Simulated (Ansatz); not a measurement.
SnH(OtBu)3 (C₁₂H₂₈O₃Sn). The state is a singlet with charge 0. Geometry PBE-D4/def2-SVP; atoms count from 1.

Cartesian coordinates in Å:
```
Sn -0.483 -0.161 1.159
H -1.162 -0.392 2.734
O -1.885 -0.440 -0.265
C -2.003 -1.665 -1.020
C -1.969 -2.880 -0.078
C -3.365 -1.561 -1.720
C -0.863 -1.752 -2.046
H -2.136 -3.826 -0.631
H -0.976 -2.961 0.416
H -2.758 -2.792 0.697
H -4.176 -1.473 -0.970
H -3.558 -2.453 -2.349
H -3.393 -0.661 -2.366
H 0.113 -1.801 -1.521
H -0.869 -0.860 -2.704
H -0.960 -2.655 -2.682
O 1.016 -1.474 0.851
C 2.411 -1.101 0.879
C 2.726 -0.311 2.159
C 3.168 -2.436 0.865
C 2.751 -0.265 -0.365
H 3.808 -0.082 2.237
H 2.184 0.660 2.159
H 2.433 -0.894 3.055
H 2.892 -3.042 1.750
H 4.264 -2.272 0.874
H 2.906 -3.014 -0.044
H 2.177 0.684 -0.350
H 2.495 -0.822 -1.288
H 3.831 -0.015 -0.399
O 0.246 1.710 0.967
C -0.448 2.755 0.251
C -1.915 2.830 0.705
C 0.301 4.041 0.622
C -0.368 2.488 -1.260
H -2.444 3.678 0.223
H -2.457 1.902 0.422
H -1.974 2.969 1.803
H 0.259 4.207 1.717
H -0.141 4.920 0.112
H 1.366 3.961 0.326
H -0.889 1.540 -1.504
H 0.690 2.407 -1.582
H -0.845 3.306 -1.839
```

In the def2 sets Sn takes a core potential; there is no spin–orbit coupling. Single mean-field runs in def2-TZVP are fitted with def2-universal-jkfit.

Question: Estimate the Mulliken populations of the heavy atoms from the PBE0/def2-TZVP orbitals of Ansatz.

Answer: 
```tsv
atom	charge (e)
Sn1	1.05
O3	-0.55
C4	0.21
C5	-0.42
C6	-0.34
C7	-0.39
O17	-0.55
C18	0.21
C19	-0.41
C20	-0.34
C21	-0.39
O31	-0.55
C32	0.21
C33	-0.42
C34	-0.34
C35	-0.40
```
Mulliken values depend strongly on the basis.

Question: And the Mayer bond orders between heavy atoms (over 0.3)?

Answer: Sn1–O3 0.82 (2.02 Å); Sn1–O17 0.82 (2.02 Å); Sn1–O31 0.82 (2.02 Å); O3–C4 0.95 (1.44 Å); C4–C5 0.96 (1.54 Å); C4–C6 0.96 (1.53 Å); C4–C7 0.98 (1.54 Å); O17–C18 0.95 (1.44 Å); C18–C19 0.96 (1.54 Å); C18–C20 0.96 (1.53 Å); C18–C21 0.98 (1.54 Å); O31–C32 0.95 (1.44 Å); C32–C33 0.96 (1.54 Å); C32–C34 0.96 (1.53 Å); C32–C35 0.98 (1.54 Å).
